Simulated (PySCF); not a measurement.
Radial density of V (vanadium, neutral)

UHF, [Ar] 3d3 4s2, high-spin 4F determinant. Calculation: PySCF 2.14, in pcseg-2; the non-relativistic Hamiltonian (point nucleus).

```json
{"r (bohr)": "0.00130", "4πr²ρ (e/bohr)": "0.1644", "4πr²(ρα − ρβ)": "0.0000"}
{"r (bohr)": "0.00219", "4πr²ρ (e/bohr)": "0.4467", "4πr²(ρα − ρβ)": "0.0000"}
{"r (bohr)": "0.00369", "4πr²ρ (e/bohr)": "1.179", "4πr²(ρα − ρβ)": "0.0001"}
{"r (bohr)": "0.00620", "4πr²ρ (e/bohr)": "2.973", "4πr²(ρα − ρβ)": "0.0002"}
{"r (bohr)": "0.0104", "4πr²ρ (e/bohr)": "6.925", "4πr²(ρα − ρβ)": "0.0004"}
{"r (bohr)": "0.0175", "4πr²ρ (e/bohr)": "14.14", "4πr²(ρα − ρβ)": "0.0008"}
{"r (bohr)": "0.0295", "4πr²ρ (e/bohr)": "23.25", "4πr²(ρα − ρβ)": "0.0012"}
{"r (bohr)": "0.0496", "4πr²ρ (e/bohr)": "27.22", "4πr²(ρα − ρβ)": "0.0012"}
{"r (bohr)": "0.0835", "4πr²ρ (e/bohr)": "22.02", "4πr²(ρα − ρβ)": "0.0029"}
{"r (bohr)": "0.140", "4πr²ρ (e/bohr)": "23.49", "4πr²(ρα − ρβ)": "0.0267"}
{"r (bohr)": "0.236", "4πr²ρ (e/bohr)": "29.21", "4πr²(ρα − ρβ)": "0.1818"}
{"r (bohr)": "0.397", "4πr²ρ (e/bohr)": "13.65", "4πr²(ρα − ρβ)": "0.8145"}
{"r (bohr)": "0.668", "4πr²ρ (e/bohr)": "10.59", "4πr²(ρα − ρβ)": "1.9290"}
{"r (bohr)": "1.12", "4πr²ρ (e/bohr)": "8.834", "4πr²(ρα − ρβ)": "1.9470"}
{"r (bohr)": "1.89", "4πr²ρ (e/bohr)": "2.026", "4πr²(ρα − ρβ)": "0.8648"}
{"r (bohr)": "3.18", "4πr²ρ (e/bohr)": "0.7644", "4πr²(ρα − ρβ)": "0.1381"}
{"r (bohr)": "5.35", "4πr²ρ (e/bohr)": "0.2054", "4πr²(ρα − ρβ)": "-0.0250"}
{"r (bohr)": "8.99", "4πr²ρ (e/bohr)": "0.005754", "4πr²(ρα − ρβ)": "-0.0013"}
```

Where is the radial spin density 4πr²(ρα − ρβ) most negative, and why is it negative at all?

Around r = 5.35 bohr, down to -0.0250 e/bohr: exchange with the open shell polarises the paired shells in an unrestricted calculation.
